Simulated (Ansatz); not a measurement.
Q: Name a neutral molecule of Al, C, Cl, F, Si and H with HOMO–LUMO gap (ωB97M-V/def2-TZVPP) between 7.80 and 8.10 eV and HOMO–LUMO gap (PBE/def2-TZVPP) between 2.45 and 2.75 eV (Ansatz, PBE0-D4/def2-TZVP geometry).

A: `F[Si]1(Cl)[CH2][AlH]1` (7.98 eV, 2.55 eV). Other molecules can fit too; these were computed, each in one conformer that needn't be the lowest.
